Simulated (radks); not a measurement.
The table gives one normalised radial function P(r) = r R(r) of O2- in [Ne] (r in bohr). Calculated with a radial shooting solver on a logarithmic mesh with Libxc functionals: non-relativistic Kohn-Sham, r2SCAN, spin-polarised, spherical densities, point nucleus; meta-GGA in the generalised Kohn-Sham scheme; Watson sphere of charge +2 and radius 2.98 bohr.

r             P
0.009843  0.3927
0.01101   0.4351
0.01231   0.4817
0.01366   0.5287
0.01528   0.5838
0.01709   0.6436
0.01912   0.7083
0.02139   0.7781
0.02392   0.8529
0.02676   0.9327
0.02993   1.0173
0.03347   1.1062
0.03744   1.1989
0.04188   1.2946
0.04684   1.3922
0.05198   1.4833
0.05814   1.5803
0.06503   1.6742
0.07273   1.7624
0.08135   1.8424
0.09099   1.9109
0.1018    1.9649
0.1138    2.0010
0.1273    2.0159
0.1424    2.0069
0.1593    1.9715
0.1782    1.9085
0.1993    1.8174
0.2211    1.7088
0.2473    1.5684
0.2767    1.4079
0.3094    1.2327
0.3461    1.0498
0.3871    0.8671
0.433     0.6924
0.4843    0.5328
0.5417    0.3941
0.6059    0.2796
0.6778    0.1892
0.7581    0.1212
0.8479    0.0730
0.9409    0.0429
1.052     0.0225
1.177     0.0109
1.317     0.0048
1.473     0.0019
1.647     0.0007
1.842     0.0002
2.061     0.0001
2.305     0.0000
2.578     0.0000
2.884     0.0000
3.225     0.0000
3.579     0.0000
4.003     0.0000
4.477     0.0000
5.008     0.0000
5.601     0.0000
6.265     0.0000
7.008     0.0000

Which n and l does it have? It may be an empty orbital.

Answer. n = 1, l = 0: the number of nodes gives n - l - 1 = 0, the rise at small r (about r^(l+1)) gives l, and the extent must fit the shell. The curve is that of 1s. 1s: eigenvalue -512.67 eV, 0 radial nodes, <r> = 0.199 bohr, 90 % of the charge inside 0.357 bohr.
